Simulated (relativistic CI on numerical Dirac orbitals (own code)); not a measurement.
## Ni4+ in a cubic cluster: 2p photoemission with charge transfer

Computed with a charge-transfer multiplet model of a cubic metal-ligand cluster with up to 2 ligand holes, Slater and spin-orbit integrals from Dirac-Coulomb-Breit ions, Slater integrals scaled by 0.7. The parameters are those of a tetrahedral site (10Dq negative, t2 hopping the larger). The ground state mixes d6 with configurations of k ligand holes L, whose averages lie at kΔ + k(k − 1)U_dd/2; a core hole lowers each added d electron by U_cd. 300 K, Lorentzian 0.6 eV and Gaussian 0.8 eV FWHM.

Atomic integrals in eV (Slater integrals scaled, ζ unscaled), ground: F2dd 9.934, F4dd 6.234, zeta_d 0.099; with the core hole: F2dd 11.067, F4dd 6.975, zeta_d 0.136, zeta_core 11.396, F2cd 6.763, G1cd 5.299, G3cd 3.018.

Cluster parameters (eV): U_dd = 7.5, U_cd = 8.7, 10Dq = -0.35, 10Dq(ligand) = 0, V(eg) = 0.82, V(t2g) = -1.4, final-state hopping factor = 0.9.

| Case | n_d | d6 | d7L | d8L2 | S |
| --- | --- | --- | --- | --- | --- |
| Δ = -1 eV | 6.57 | 0.47 | 0.50 | 0.04 | 1.99 |
| Δ = 0 eV | 6.44 | 0.59 | 0.39 | 0.02 | 1.99 |
| Δ = 2 eV | 6.24 | 0.77 | 0.23 | 0.01 | 2.00 |

Weights, n_d and S are thermal averages at 300 K. Binding energies count from the first peak over 30 % of the highest in each spectrum, which can be another peak from case to case. The parameters are a model scan and need not match a compound or its usual spin state. Peaks in eV (height, largest 100):
- Δ = -1 eV: 0.0 (100), 1.5 (88), 5.6 (58), 7.1 (52), 9.5 (23), 11.2 (45), 12.8 (44), 14.6 (20), 19.1 (69), 23.8 (29), 26.8 (17), 30.5 (23), 31.3 (26), 34.8 (5)
- Δ = 0 eV: 0.0 (100), 1.4 (90), 6.0 (56), 7.3 (59), 10.3 (59), 11.5 (66), 13.5 (26), 19.1 (70), 24.0 (29), 27.0 (21), 29.2 (31), 30.0 (34), 33.5 (7)
- Δ = 2 eV: 0.0 (88), 1.5 (88), 7.3 (100), 9.7 (69), 14.5 (18), 19.3 (61), 24.9 (39), 27.3 (49), 31.2 (9)

For the case Δ = 2 eV, Δ = 2 eV is smaller than U_dd = 7.5 eV, the charge-transfer side of the Zaanen-Sawatzky-Allen scheme. With the core hole the configuration with one ligand hole lies at Δ − U_cd = -9.7, -8.7, -6.7 eV from the one without, in the order of the table; where this is negative the screened configuration lies lower.

With at most 2 ligand holes the space is cut while the next configuration still counts, so covalency is underestimated, and a final configuration with one more ligand hole, which can lie low, is missing from the spectra.
